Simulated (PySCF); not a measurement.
A structure optimised at B3LYP-D3(BJ)/def2-SVP, used in a PySCF frequency run:

```xyz
9

Si     0.5626    -0.0055     0.0000
Cl    -0.2757    -1.9033     0.0000
C      0.0132     0.8902    -1.4926
C     -0.3396     1.4890    -2.4913
C      0.0132     0.8902     1.4926
C     -0.3396     1.4890     2.4913
H      2.0352    -0.1528     0.0000
H     -0.6540     2.0176    -3.3732
H     -0.6540     2.0176     3.3732
```

### Question
Write its SMILES, formula and point group.

### Answer
C#C[SiH](Cl)C#C, C₄H₃ClSi, Cs

### Question
What are its rotational constants (standard atomic weights)?

### Answer
2.2169, 2.0639, 1.1639 GHz
